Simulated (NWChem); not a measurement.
System: CH$_{5}$B; SMILES BC

The following NWChem deck was run.

```
start job
memory heap 200 mb stack 900 mb global 1100 mb
geometry units angstroms noautosym nocenter noautoz
  B     -0.001087    -0.870873    -0.017735
  H      1.028133    -1.484505     0.017386
  H     -1.025811    -1.491613     0.019929
  C     -0.002080     0.689642    -0.029918
  H      0.039230     0.978764     1.037981
  H     -0.911228     1.149322    -0.432108
  H      0.881041     1.143569    -0.493262
end
basis spherical
  B library 6-31g*
  H library 6-31g*
  C library 6-31g*
end
dft
  xc hfexch
  iterations 150
  mulliken
end
task dft energy
esp
  recalculate
  probe 0.07
  range 0.3
  factor 1.0
  spacing 0.02
end
task esp
```

Excerpt of the output:

```
             Northwest Computational Chemistry Package (NWChem) 7.3.0
             --------------------------------------------------------

                             Geometry "geometry" -> ""
                             -------------------------

 Output coordinates in angstroms (scale by  1.889725989 to convert to a.u.)

  No.       Tag          Charge          X              Y              Z
 ---- ---------------- ---------- -------------- -------------- --------------
    1 B                    5.0000    -0.00108700    -0.87087300    -0.01773500
    2 H                    1.0000     1.02813300    -1.48450500     0.01738600
    3 H                    1.0000    -1.02581100    -1.49161300     0.01992900
    4 C                    6.0000    -0.00208000     0.68964200    -0.02991800
    5 H                    1.0000     0.03923000     0.97876400     1.03798100
    6 H                    1.0000    -0.91122800     1.14932200    -0.43210800
    7 H                    1.0000     0.88104100     1.14356900    -0.49326200

 Effective nuclear repulsion energy (a.u.)      31.7213164431

  xc_inp: hfexch multiplicative factor not found.

                                 NWChem DFT Module
                                 -----------------

 Summary of "ao basis" -> "ao basis" (spherical)
 ------------------------------------------------------------------------------
       Tag                 Description            Shells   Functions and Types
 ---------------- ------------------------------  ------  ---------------------
 B                           6-31g*                  6       14   3s2p1d
 H                           6-31g*                  2        2   2s
 C                           6-31g*                  6       14   3s2p1d

            General Information
            -------------------
          SCF calculation type: DFT
          Wavefunction type:  closed shell.
          No. of atoms     :     7
          No. of electrons :    16
           Alpha electrons :     8
            Beta electrons :     8
          Charge           :     0
          Spin multiplicity:     1
          Use of symmetry is: off; symmetry adaption is: off
          Maximum number of iterations: 150
          AO basis - number of functions:    38
                     number of shells:    22
          Convergence on energy requested:  1.00D-06
          Convergence on density requested:  1.00D-05
          Convergence on gradient requested:  5.00D-04

              XC Information
              --------------
                     Hartree-Fock (Exact) Exchange  1.000

      Superposition of Atomic Density Guess
      -------------------------------------

 Sum of atomic energies:         -64.67750534

      Non-variational initial energy
      ------------------------------

 Total energy =     -65.686123
 1-e energy   =    -147.610883
 2-e energy   =      50.203443
 HOMO         =      -0.366833
 LUMO         =      -0.006748

     ---------------------------------------------
      Total Density - Mulliken Population Analysis
     ---------------------------------------------

    Atom       Charge   Shell Charges
 -----------   ------   -------------------------------------------------------
    1 B    5     4.78   2.00  0.64  1.13  0.54  0.44  0.04
    2 H    1     1.03   0.50  0.53
    3 H    1     1.03   0.50  0.53
    4 C    6     6.91   2.00  0.73  2.13  0.69  1.34  0.02
    5 H    1     0.74   0.44  0.30
    6 H    1     0.76   0.46  0.30
    7 H    1     0.75   0.46  0.30

   convergence    iter        energy       DeltaE   RMS-Dens  Diis-err
 ---------------- ----- ----------------- --------- --------- ---------
 d= 0,ls=0.0,diis     1    -65.4141590417 -9.71D+01  6.78D-03  1.34D-01
 d= 0,ls=0.0,diis     2    -65.4381540991 -2.40D-02  2.19D-03  1.01D-02
 d= 0,ls=0.0,diis     3    -65.4401174388 -1.96D-03  7.98D-04  1.32D-03
 d= 0,ls=0.0,diis     4    -65.4403608141 -2.43D-04  2.00D-04  2.17D-05
 d= 0,ls=0.0,diis     5    -65.4403678030 -6.99D-06  4.53D-05  8.90D-07
 d= 0,ls=0.0,diis     6    -65.4403681699 -3.67D-07  8.89D-06  4.61D-08

         Total DFT energy =      -65.440368169936
      One electron energy =     -149.420630190639
           Coulomb energy =       63.107968004100
    Exchange-Corr. energy =      -10.849022426499
 Nuclear repulsion energy =       31.721316443102

 Numeric. integr. density =        0.000000000000

                       DFT Final Molecular Orbital Analysis
                       ------------------------------------

 Vector    6  Occ=2.000000D+00  E=-5.440920D-01
              MO Center=  2.7D-02,  7.9D-01,  2.1D-01, r^2= 1.4D+00
   Bfn.  Coefficient  Atom+Function         Bfn.  Coefficient  Atom+Function
  ----- ------------  ---------------      ----- ------------  ---------------
    23      0.413473  4 C  pz                33      0.262232  5 H  s
    27      0.233675  4 C  pz                34      0.227213  5 H  s
    37     -0.143224  7 H  s                 35     -0.126184  6 H  s
    38     -0.120610  7 H  s                 36     -0.106412  6 H  s
    22     -0.061957  4 C  py                 5      0.059577  1 B  pz

 Vector    7  Occ=2.000000D+00  E=-4.737822D-01
              MO Center=  6.9D-03, -1.5D-01,  4.0D-03, r^2= 1.9D+00
   Bfn.  Coefficient  Atom+Function         Bfn.  Coefficient  Atom+Function
  ----- ------------  ---------------      ----- ------------  ---------------
    22     -0.395994  4 C  py                 4      0.377578  1 B  py
    26     -0.235771  4 C  py                16     -0.139995  2 H  s
    18     -0.131889  3 H  s                 15     -0.121024  2 H  s
    17     -0.114325  3 H  s                  8      0.106171  1 B  py
    34     -0.100140  5 H  s                 33     -0.097907  5 H  s

 Vector    8  Occ=2.000000D+00  E=-4.596732D-01
              MO Center= -1.0D-02, -7.9D-01, -5.4D-02, r^2= 2.4D+00
   Bfn.  Coefficient  Atom+Function         Bfn.  Coefficient  Atom+Function
  ----- ------------  ---------------      ----- ------------  ---------------
     3      0.348984  1 B  px                18     -0.245833  3 H  s
    16      0.243236  2 H  s                 17     -0.218821  3 H  s
    15      0.215975  2 H  s                 21     -0.199317  4 C  px
     7      0.144197  1 B  px                25     -0.139040  4 C  px
    35      0.125660  6 H  s                 37     -0.123147  7 H  s

 Vector    9  Occ=0.000000D+00  E= 1.122097D-01
              MO Center=  3.8D-04, -8.3D-01, -3.3D-02, r^2= 2.3D+00
   Bfn.  Coefficient  Atom+Function         Bfn.  Coefficient  Atom+Function
  ----- ------------  ---------------      ----- ------------  ---------------
     9      0.786074  1 B  pz                 5      0.350426  1 B  pz
    34     -0.269219  5 H  s                 38      0.133855  7 H  s
    36      0.117996  6 H  s                 33     -0.097187  5 H  s
    27     -0.056883  4 C  pz                 8      0.052994  1 B  py
    37      0.050060  7 H  s                 35      0.044186  6 H  s

 Vector   10  Occ=0.000000D+00  E= 2.529342D-01
              MO Center=  1.2D-02,  7.8D-01,  1.5D-01, r^2= 4.1D+00
   Bfn.  Coefficient  Atom+Function         Bfn.  Coefficient  Atom+Function
  ----- ------------  ---------------      ----- ------------  ---------------
    24      2.862280  4 C  s                 34     -1.168097  5 H  s
    38     -0.962200  7 H  s                 36     -0.950032  6 H  s
     8     -0.796266  1 B  py                 6     -0.554089  1 B  s
    27      0.207483  4 C  pz                26      0.154562  4 C  py
    16     -0.152278  2 H  s                 19     -0.149084  4 C  s

 Vector   11  Occ=0.000000D+00  E= 2.981926D-01
              MO Center= -1.4D-01,  7.2D-02,  4.2D-01, r^2= 4.3D+00
   Bfn.  Coefficient  Atom+Function         Bfn.  Coefficient  Atom+Function
  ----- ------------  ---------------      ----- ------------  ---------------
    34      1.442731  5 H  s                  6      1.314476  1 B  s
    27     -1.202981  4 C  pz                18     -1.049702  3 H  s
    36     -0.863469  6 H  s                 16     -0.837870  2 H  s
     8     -0.738566  1 B  py                38     -0.463535  7 H  s
     9      0.372567  1 B  pz                23     -0.240931  4 C  pz

     ---------------------------------------------
      Total Density - Mulliken Population Analysis
     ---------------------------------------------

    Atom       Charge   Shell Charges
 -----------   ------   -------------------------------------------------------
    1 B    5     4.73   2.00  0.58  1.32  0.40  0.37  0.05
    2 H    1     1.05   0.52  0.53
    3 H    1     1.05   0.52  0.53
    4 C    6     6.70   2.00  0.64  2.07  0.71  1.25  0.04
    5 H    1     0.83   0.51  0.32
    6 H    1     0.82   0.52  0.31
    7 H    1     0.82   0.52  0.31

     -------------------------------------------
      Total Density - Lowdin Population Analysis
     -------------------------------------------

    Atom       Charge   Shell Charges
 -----------   ------   -------------------------------------------------------
    1 B    5     5.00   1.99  0.48  1.19  0.42  0.83  0.09
    2 H    1     0.99   0.50  0.49
    3 H    1     0.99   0.50  0.49
    4 C    6     6.45   1.99  0.54  1.88  0.45  1.54  0.06
    5 H    1     0.84   0.48  0.37
    6 H    1     0.86   0.49  0.37
    7 H    1     0.86   0.49  0.37

     Multipole analysis of the density
     ---------------------------------

     L   x y z        total         alpha         beta         nuclear
     -   - - -        -----         -----         ----         -------
     0   0 0 0     -0.000000     -8.000000     -8.000000     16.000000

     1   1 0 0      0.002863      0.007620      0.007620     -0.012378
     1   0 1 0      0.192336      0.021501      0.021501      0.149334
     1   0 0 1      0.027180      0.125327      0.125327     -0.223473

     2   2 0 0    -11.772220    -12.523801    -12.523801     13.275382
     2   1 1 0      0.007405      0.006194      0.006194     -0.004983
     2   1 0 1      0.001901      0.004903      0.004903     -0.007905
     2   0 2 0    -12.347393    -32.351508    -32.351508     52.355624
     2   0 1 1      0.122318      0.323417      0.323417     -0.524516
     2   0 0 2    -10.093382     -7.751901     -7.751901      5.410419

                     NWChem Electrostatic Potential Fit Module
                     -----------------------------------------

 Atom parameters

 Number of atoms is                                    7
 Number of basis functions is                         38

 Grid parameters

 Maximum number of grid points is                  32005
 Number of grid points is                          32004
 Grid range                                     0.300000 nm
 Grid spacing                                   0.020000 nm
 Probe radius                                   0.070000 nm
 Atom radius factor                             1.000000

 Atomic radii

    1    0.100000
    5    0.158000
    6    0.147000
 FASTESP  F
  using M.O. file = ./job.movecs

    Atom              Coordinates                           Charge

                                                  ESP

    1 B    -0.000109   -0.087087   -0.001774    0.544727
    2 H     0.102813   -0.148451    0.001739   -0.202500
    3 H    -0.102581   -0.149161    0.001993   -0.201340
    4 C    -0.000208    0.068964   -0.002992   -0.320664
    5 H     0.003923    0.097876    0.103798    0.073989
    6 H    -0.091123    0.114932   -0.043211    0.052016
    7 H     0.088104    0.114357   -0.049326    0.053773
                                            ------------
                                               -0.000000

 Dipole moment                                  0.191130

 Quadrupole moment Qxx                         -1.607771
                   Qyy                         -1.527079
                   Qzz                          3.134850

 RMS deviation kJ/mol                           0.062307

 RRMS %                                        54.940538
```

Level: Hartree-Fock/6-31G* (spherical d). All runs use the structure optimised with B3LYP/6-31G* (spherical d).
